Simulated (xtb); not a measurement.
xtb input (GFN2-xTB):

```bash
xtb mol.xyz --gfn 2 --sp --chrg 0 --uhf 0
```
mol.xyz:
```
7

O      3.24672011    -0.10669657    -0.21567500
C      2.09962124    -0.08950496    -0.03982740
N      0.92167413    -0.07904389     0.17570346
Si    -0.73759561     0.02544178     0.04315494
F     -1.40022242    -0.23197036     1.44390868
F     -1.16943161     1.45194397    -0.45795584
F     -1.28555361    -1.04355975    -0.97147829
```

Output:

```
           -------------------------------------------------
          |                Calculation Setup                |
           -------------------------------------------------

           -------------------------------------------------
          |                 G F N 2 - x T B                 |
           -------------------------------------------------

        Reference                      10.1021/acs.jctc.8b01176
      * Hamiltonian:
        H0-scaling (s, p, d)           1.850000    2.230000    2.230000
        zeta-weighting                 0.500000
      * Dispersion:
        s8                             2.700000
        a1                             0.520000
        a2                             5.000000
        s9                             5.000000
      * Repulsion:
        kExp                           1.500000    1.000000
        rExp                           1.000000
      * Coulomb:
        alpha                          2.000000
        third order                    shell-resolved
        anisotropic                    true
        a3                             3.000000
        a5                             4.000000
        cn-shift                       1.200000
        cn-exp                         4.000000
        max-rad                        5.000000

          ...................................................
          :                      SETUP                      :
          :.................................................:
          :  # basis functions                  34          :
          :  # atomic orbitals                  33          :
          :  # shells                           15          :
          :  # electrons                        40          :
          :  max. iterations                   250          :
          :  Hamiltonian                  GFN2-xTB          :
          :  restarted?                      false          :
          :  GBSA solvation                  false          :
          :  PC potential                    false          :
          :  electronic temp.          300.0000000     K    :
          :  accuracy                    1.0000000          :
          :  -> integral cutoff          0.2500000E+02      :
          :  -> integral neglect         0.1000000E-07      :
          :  -> SCF convergence          0.1000000E-05 Eh   :
          :  -> wf. convergence          0.1000000E-03 e    :
          :  Broyden damping             0.4000000          :
          :  net charge                          0          :
          :  unpaired electrons                  0          :
          ...................................................

 iter      E             dE          RMSdq      gap      omega  full diag
   1    -25.4328248 -0.254328E+02  0.834E+00    6.66       0.0  T
   2    -25.4716647 -0.388400E-01  0.462E+00    6.62       1.0  T
   3    -25.4646873  0.697739E-02  0.179E+00    6.35       1.0  T
   4    -25.4788431 -0.141558E-01  0.604E-01    6.56       1.0  T
   5    -25.4799198 -0.107666E-02  0.226E-01    6.50       1.0  T
   6    -25.4799612 -0.414391E-04  0.832E-02    6.51       1.0  T
   7    -25.4799754 -0.142171E-04  0.306E-02    6.50       1.2  T
   8    -25.4799755 -0.103331E-06  0.578E-03    6.50       6.5  T
   9    -25.4799756 -0.478192E-07  0.202E-03    6.50      18.7  T
  10    -25.4799756 -0.372347E-08  0.954E-04    6.50      39.6  T
  11    -25.4799756 -0.363835E-08  0.460E-04    6.50      82.1  T

   *** convergence criteria satisfied after 11 iterations ***

         #    Occupation            Energy/Eh            Energy/eV
      -------------------------------------------------------------
         1        2.0000           -0.9576621             -26.0593
       ...           ...                  ...                  ...
        14        2.0000           -0.5550012             -15.1024
        15        2.0000           -0.5469036             -14.8820
        16        2.0000           -0.5466282             -14.8745
        17        2.0000           -0.5452500             -14.8370
        18        2.0000           -0.5441032             -14.8058
        19        2.0000           -0.4920384             -13.3890
        20        2.0000           -0.4916193             -13.3776 (HOMO)
        21                         -0.2527952              -6.8789 (LUMO)
        22                         -0.2522016              -6.8628
        23                         -0.1440546              -3.9199
        24                         -0.1110657              -3.0223
        25                         -0.1074010              -2.9225
       ...                                ...                  ...
        33                          1.3063444              35.5474
      -------------------------------------------------------------
                  HL-Gap            0.2388241 Eh            6.4987 eV
             Fermi-level           -0.3722072 Eh          -10.1283 eV

 SCC (total)                   0 d,  0 h,  0 min,  0.005 sec
 SCC setup                      ...        0 min,  0.000 sec (  1.920%)
 Dispersion                     ...        0 min,  0.000 sec (  0.753%)
 classical contributions        ...        0 min,  0.000 sec (  0.326%)
 integral evaluation            ...        0 min,  0.001 sec ( 16.833%)
 iterations                     ...        0 min,  0.002 sec ( 49.094%)
 molecular gradient             ...        0 min,  0.001 sec ( 29.042%)
 printout                       ...        0 min,  0.000 sec (  1.914%)

         :::::::::::::::::::::::::::::::::::::::::::::::::::::
         ::                     SUMMARY                     ::
         :::::::::::::::::::::::::::::::::::::::::::::::::::::
         :: total energy             -25.283135893623 Eh    ::
         :: gradient norm              0.045257221698 Eh/a0 ::
         :: HOMO-LUMO gap              6.498735239536 eV    ::
         ::.................................................::
         :: SCC energy               -25.479973686795 Eh    ::
         :: -> isotropic ES            0.069407713977 Eh    ::
         :: -> anisotropic ES          0.001977246811 Eh    ::
         :: -> anisotropic XC          0.000614654011 Eh    ::
         :: -> dispersion             -0.004440204667 Eh    ::
         :: repulsion energy           0.196837793172 Eh    ::
         :: add. restraining           0.000000000000 Eh    ::
         :: total charge              -0.000000000000 e     ::
         :::::::::::::::::::::::::::::::::::::::::::::::::::::

           -------------------------------------------------
          |                Property Printout                |
           -------------------------------------------------

    * Orbital Energies and Occupations

         #    Occupation            Energy/Eh            Energy/eV
      -------------------------------------------------------------
         1        2.0000           -0.9576621             -26.0593
       ...           ...                  ...                  ...
         8        2.0000           -0.6221713             -16.9301
         9        2.0000           -0.6185366             -16.8312
        10        2.0000           -0.5823069             -15.8454
        11        2.0000           -0.5794324             -15.7672
        12        2.0000           -0.5791571             -15.7597
        13        2.0000           -0.5551584             -15.1066
        14        2.0000           -0.5550012             -15.1024
        15        2.0000           -0.5469036             -14.8820
        16        2.0000           -0.5466282             -14.8745
        17        2.0000           -0.5452500             -14.8370
        18        2.0000           -0.5441032             -14.8058
Note: The following floating-point exceptions are signalling: IEEE_DENORMAL
normal termination of xtb
        19        2.0000           -0.4920384             -13.3890
        20        2.0000           -0.4916193             -13.3776 (HOMO)
        21                         -0.2527952              -6.8789 (LUMO)
        22                         -0.2522016              -6.8628
        23                         -0.1440546              -3.9199
        24                         -0.1110657              -3.0223
        25                         -0.1074010              -2.9225
        26                          0.0531819               1.4472
        27                          0.0556657               1.5147
        28                          0.1330778               3.6212
        29                          0.4042227              10.9995
        30                          0.7913466              21.5336
        31                          0.9816999              26.7134
       ...                                ...                  ...
        33                          1.3063444              35.5474
      -------------------------------------------------------------
                  HL-Gap            0.2388241 Eh            6.4987 eV
             Fermi-level           -0.3722072 Eh          -10.1283 eV

     #   Z          covCN         q      C6AA      α(0)
     1   8 O        0.856    -0.214    18.303     5.736
     2   6 C        1.785     0.342    23.637     7.858
     3   7 N        1.732    -0.227    26.731     7.650
     4  14 Si       2.957     0.720   161.349    27.776
     5   9 F        0.705    -0.204    11.288     3.967
     6   9 F        0.705    -0.208    11.330     3.975
     7   9 F        0.705    -0.208    11.330     3.975

 Mol. C6AA /au·bohr⁶  :       1307.977500
 Mol. C8AA /au·bohr⁸  :      45454.532151
 Mol. α(0) /au        :         60.936554

Wiberg/Mayer (AO) data.
largest (>0.10) Wiberg bond orders for each atom

 ---------------------------------------------------------------------------
     #   Z sym  total        # sym  WBO       # sym  WBO       # sym  WBO
 ---------------------------------------------------------------------------
     1   8 O    2.395 --     2 C    1.964     3 N    0.346
     2   6 C    3.946 --     1 O    1.964     3 N    1.952
     3   7 N    3.470 --     2 C    1.952     4 Si   1.047     1 O    0.346
     4  14 Si   4.515 --     5 F    1.133     6 F    1.125     7 F    1.125
                             3 N    1.047
     5   9 F    1.271 --     4 Si   1.133
     6   9 F    1.265 --     4 Si   1.125
     7   9 F    1.265 --     4 Si   1.125
 ---------------------------------------------------------------------------

Topologies differ in total number of bonds
Writing topology from bond orders to xtbtopo.mol

molecular dipole:
                 x           y           z       tot (Debye)
 q only:        0.146      -0.017       0.050
   full:        0.161      -0.011       0.019       0.414
molecular quadrupole (traceless):
                xx          xy          yy          xz          yz          zz
 q only:       -3.231       0.112       1.625       0.552      -0.022       1.606
  q+dip:       -2.805       0.059       1.420       0.667      -0.024       1.385
   full:       -4.264       0.114       2.194       0.905      -0.016       2.070

           -------------------------------------------------
          | TOTAL ENERGY              -25.283135893623 Eh   |
          | GRADIENT NORM               0.045257221698 Eh/α |
          | HOMO-LUMO GAP               6.498735239536 eV   |
           -------------------------------------------------

------------------------------------------------------------------------
------------------------------------------------------------------------
 total:
 SCF:
```
